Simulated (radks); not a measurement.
Q: These are the eigenvalues of the occupied orbitals of an atom or ion with whole-number occupations (hartree). Calculated with a radial shooting solver on a logarithmic mesh with Libxc functionals: non-relativistic Kohn-Sham, exchange-only B88, spin-polarised, spherical densities, point nucleus.

orbital  eigenvalue
1s up     -128.8281
1s down   -128.8278
2s up     -12.83714
2s down   -12.83672
2p up     -10.25091
2p down   -10.25057
3s up      -1.24592
3s down    -1.24442
3p up      -0.65395
3p down    -0.65092
4s up      -0.08417

Which element is it, and in what charge state? The configuration may be excited. Open shells, if any, are filled with parallel spins first.

A: Z = 19, potassium, charge 0: K in [Ar] 4s1. The list shows which subshells hold electrons but not how many an open one holds; the 1s level, -128.83 hartree, gives Z - s = 16.1 by -(Z - s)^2/2, which with screening narrows Z to a few neighbours, and the depths of the outer levels then fix element, charge and occupations together.
